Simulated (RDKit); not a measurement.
RDKit input (MMFF94):

```python
from rdkit import Chem
from rdkit.Chem import AllChem, rdDetermineBonds

mol = Chem.MolFromXYZFile('mol.xyz')
rdDetermineBonds.DetermineBonds(mol, charge=0)
print('SMILES', Chem.MolToSmiles(Chem.RemoveHs(mol)))
ff = AllChem.MMFFGetMoleculeForceField(mol, AllChem.MMFFGetMoleculeProperties(mol))
e0 = ff.CalcEnergy()
flag = ff.Minimize(maxIts=5000, forceTol=1e-5)
print(f'energy {e0:.4f} -> {ff.CalcEnergy():.4f} kcal/mol, converged: {flag == 0}')
print(Chem.MolToXYZBlock(mol))
```
mol.xyz:
```
19

C     -1.41490700    -0.49297600     1.19936500
C     -0.80774300    -0.01814500    -0.12965600
C     -1.79461700     0.90581800    -0.84890200
C     -0.49910500    -1.22655300    -1.01590600
N      0.43542400     0.73126000     0.10874200
Si     2.02352700     0.10273300     0.32125800
H     -1.63470200     0.36063000     1.84415500
H     -0.71704400    -1.14438600     1.72780100
H     -2.34425900    -1.04396300     1.03800300
H     -1.37850700     1.24059300    -1.79974600
H     -2.00832300     1.78850800    -0.24067200
H     -2.74068300     0.39595400    -1.04000500
H     -0.05800900    -0.91083000    -1.96190300
H      0.19436200    -1.91444400    -0.52584700
H     -1.41334400    -1.78203700    -1.22763700
H      0.26230000     1.62999700     0.53463400
H      2.57475700    -0.45746700    -0.93594800
H      2.13041100    -0.97780400     1.34107100
H      2.85391800     1.24931000     0.75788000
```

Output:

```
SMILES CC(C)(C)N[SiH3]
energy -19.9927 -> -25.0687 kcal/mol, converged: True
19

C     -1.267733   -0.639998    1.133153
C     -0.752723   -0.054739   -0.193525
C     -1.806712    0.932957   -0.732956
C     -0.573479   -1.178041   -1.230210
N      0.486092    0.715336    0.006452
Si     2.034703    0.186784    0.469069
H     -1.404146    0.142204    1.889128
H     -0.579373   -1.387449    1.542820
H     -2.236688   -1.133323    0.993118
H     -1.485224    1.382317   -1.680185
H     -1.995696    1.747731   -0.023735
H     -2.763252    0.429283   -0.915094
H     -0.187418   -0.787865   -2.179241
H      0.114716   -1.954325   -0.878219
H     -1.530164   -1.669449   -1.443287
H      0.273757    1.535449    0.570200
H      2.478668   -0.874221   -0.461029
H      1.928198   -0.319385    1.854717
H      2.929931    1.362931    0.425512
```

The geometry given is a B3LYP-D3(BJ)/def2-TZVP minimum.
